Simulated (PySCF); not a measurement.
Cartesian coordinates (Å):
```xyz
8

N      1.5565    -0.4165     0.3018
Si     0.2043     0.2242    -0.4867
Si    -1.8132     0.5874     0.3756
H      2.5071    -0.2101     0.0450
H      1.4860    -1.0252     1.1002
H      0.7664     1.0414    -1.5984
H     -2.0834    -0.6735     1.1457
H     -2.6237     0.4723    -0.8832
```
Charge 0, multiplicity 1.

### Question
What is the computed HOMO–LUMO gap, dipole moment and HOMO (PBE-D3(BJ)/def2-TZVP // PBE0-D3(BJ)/def2-TZVP in PySCF)?

### Answer

```json
{
  "HOMO–LUMO gap": "2.50 eV",
  "dipole_moment": "3.51 D",
  "HOMO": "-4.90 eV"
}
```
